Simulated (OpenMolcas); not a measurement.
# W3+: from CASSCF to CASPT2

```yaml
Program: OpenMolcas
Basis: ANO-R2 [8s6p5d3f2g]
Scalar_Hamiltonian: X2C, finite nucleus
Active_space: 3 electrons in 10 orbitals (5d 6d)
State_averaging: 2S+1 = 4 even, 10 roots; 2S+1 = 2 even, 40 roots
Spin-orbit_coupling: RASSI with atomic mean-field integrals over the reference wave functions, term energies averaged over their components
```

Methods on the same reference wave functions:
A. CASSCF
B. SS-CASPT2, IPEA 0.25 Eh, imaginary shift 0.1 Eh (closed shells correlated: 5s 5p)
C. MS-CASPT2, IPEA 0.25 Eh, imaginary shift 0.1 Eh (closed shells correlated: 5s 5p)

Energies in eV above 5d3 4F 3/2, the measured ground level; measured values from the list in J. Phys. B 45, 035001 (2012).

| Level | A | B | C | Measured |
| --- | --- | --- | --- | --- |
| 5d3 4F 3/2 | 0.0000 | 0.0000 | 0.0000 | 0.0000 |
| 5d3 4F 5/2 | 0.4404 | 0.483 | 0.485 | 0.4386 |
| 5d3 4F 7/2 | 0.8708 | 0.903 | 0.905 | 0.8362 |
| 5d3 4F 9/2 [69 %] | 1.2393 | 1.223 | 1.226 | 1.1476 |
| 5d3 2G 7/2 | 2.2052 | 1.975 | 1.978 | 1.8921 |
| 5d3 2H 9/2 [53 %] | 2.2755 | 2.114 | 2.117 |  |
| 5d3 4P 5/2 | 2.4337 | 2.257 | 2.255 | 2.1313 |
| 5d3 2H 11/2 | 3.1099 | 2.909 | 2.912 | 2.7553 |
| 5d3 2G 9/2 [52 %] | 3.3713 | 3.161 | 3.164 |  |
| 5d3 2D 5/2(1) | 3.4101 | 3.013 | 3.030 | 2.8227 |
| 5d3 2F 7/2 | 4.2908 | 3.758 | 3.761 | 3.5227 |
| 5d3 2F 5/2 | 4.3008 | 3.752 | 3.758 | 3.4638 |
| 5d3 2D 5/2(2) | 6.4076 | 5.750 | 5.740 | 5.3669 |
| 5d3 2D 3/2(2) | 6.4145 | 5.737 | 5.755 |  |

Deviations, from unrounded energies. A percentage is the sum of absolute deviations over the sum of measured energies, with the sign that they share, or ± where signs differ.

| Against measurement | Levels | A | B | C |
| --- | --- | --- | --- | --- |
| mean absolute deviation (cm-1) | 10 | 3500 | 1300 | 1300 |
| fine structure of the ground term (%) | 3 | +5.3 | +7.7 | +8.0 |
| other terms of the ground configuration (%) | 7 | +19.1 | +6.7 | +6.7 |

B, C lie about equally close to measurement and A furthest from it. The largest miss of B in the table is 5d3 2D 5/2(2), by +3100 cm-1. The ranking rests on the paired levels alone, and a cruder setting can come out closer through cancelling errors.

Between B and C the level of the table that moves most is 5d3 2D 3/2(2), by 150 cm-1 (lowest in B, highest in C). Moves below CASPT2's spread within the term are not significant.

The mean deviations of B to C differ by less than CASPT2's widest spread within a term (600 cm-1), so their order carries little weight.

From A to B the spin-free energies of the other terms of 5d3 shown, above 4F, scale by factors of 0.78 to 0.87, as is usual when dynamic correlation screens the repulsion within a d or f shell.

The lowest spin-free term lies below A's lowest term by 0.224 hartree in B, 0.224 hartree in C.

CASPT2 breaks the degeneracy within a term, and the mean is taken; among the terms shown or strongly mixed into the levels shown the widest spread is 600 cm-1 (5d3 4F, C). Over all roots computed the reference weight is 0.90 to 0.96 in B, 0.90 to 0.96 in C; the roots of lowest weight are the least certain, and an intruder state may touch them. Active for correlation alone: 6d; no level in the range computed is led by a configuration that fills it, so any true level of that kind is missing. Without dynamic correlation excited terms often stand tens of per cent too high (terms of higher spin than the ground term too low), and those without a measured partner can miss by more than the paired ones (holds for A). Some levels mix across a computed gap that differs much from the measured one, so their mixing is not that of the real levels (holds for A). The CASPT2 spread within a term exceeds the gap to the next term for 5d3 4P and 5d3 2G, so the order of their levels is uncertain (holds for B; C). Computed and measured levels are paired by configuration, term and J; levels that our copy of the source lacks, or whose pairing is in doubt (as where it misses far off the trend of its configuration), stay unpaired and out of the deviations. Levels of configurations outside the active space are missing. Levels that lie high or do not pair safely by name in every column are left out.

A share in square brackets marks a mixed level and gives the weight of the term that names it, the lowest over the columns. A number in round brackets counts repeated terms of one configuration in the order of the reference energies.
